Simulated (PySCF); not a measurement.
# Correlation energy of C²⁺ (carbon, charge +2)

[He] 2s1 3s1, high-spin 3S determinant (an excited configuration). Calculation: PySCF 2.14, in x2c-QZVPPall with one added diffuse shell each of s, p, d, f type (8s5p4d3f1g, 73 functions); the spin-free X2C one-electron Hamiltonian (Gaussian nucleus). Frozen: nothing; 4 electrons correlated.

```csv
level,correlation energy (mhartree)
CCSD,-30.68
(T),-0.13
CCSD(T),-30.81
```

Diagnostics: T1 = 0.0058, D1 = 0.0163, largest double amplitude 0.083.

The outer electron is Rydberg-like, and this basis confines it to a smaller radius and binds it less than a complete one would.

Cost of the coupled-cluster step: roughly 12 core-seconds, for 4 correlated electrons.

This basis was not built for core-valence correlation, so the inner-shell part is incomplete.
